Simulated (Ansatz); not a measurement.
`B[SiH](F)BO` + H₂O → `B[SiH](O)F` + `BO` at 700 K and 1 bar (formal hydrolysis of the Si–B bond).

Program: Ansatz. Geometries: PBE0-D4/def2-TZVP. ΔE: electronic, gas phase. CCSD(T)/CBS is the MP2 limit (def2-TZVPP, def2-QZVPP) plus CCSD(T) − MP2 in def2-TZVPP, frozen cores. This one scheme is used for every species. Each species was taken in one conformer, which may not be the lowest.

```tsv
species	CCSD(T)/CBS energy (Eh)	H − E (kJ/mol)	S (J/(mol·K))
`B[SiH](F)BO`	-516.69666	237.8	480.6
H₂O	-76.37941	80.5	218.4
`B[SiH](O)F`	-491.32150	187.3	418.6
`BO`	-101.80414	126.4	277.4
```

H − E and S are ideal-gas, rigid-rotor, harmonic terms from PBE0-D4/def2-TZVP, for one conformer and one mirror image of each species. 1 Eh = 2625.50 kJ/mol, R = 8.31446 J/(mol·K).

By hand: ΔE, ΔH, ΔS and ΔG.

ΔE = (-491.32150) + (-101.80414) − (-516.69666) − (-76.37941) = -0.04957 Eh = -130.1 kJ/mol. Δ(H − E) = 187.3 + 126.4 − 237.8 − 80.5 = -4.6, so ΔH = -134.7 kJ/mol. ΔS = 418.6 + 277.4 − 480.6 − 218.4 = -3.0 J/(mol·K). ΔG = -134.7 − 700 × (-3.0)/1000 = -132.6 kJ/mol.

By hand: the equilibrium constant, and the temperature at which ΔG would vanish if ΔH and ΔS stayed fixed.

log₁₀ K = −ΔG/(RT ln 10) = 9.9. ΔG = 0 at ΔH/ΔS = 44900 K, far beyond where these terms or the molecules hold.

The number of gas molecules stays the same, so ΔS is small and ΔH decides. A doubt of 5 kJ/mol in ΔE shifts log₁₀ K by 0.4 here. Other conformers and mirror images would add mixing entropy, several J/(mol·K) or more a flexible species. Modes under 60 cm⁻¹, often nearly free rotors, make the harmonic entropy too high. These are equilibria of isolated gas molecules and say nothing of rates. Largest T1 diagnostic: 0.015 (customary marks: 0.02 for closed shells, 0.045 for open ones).
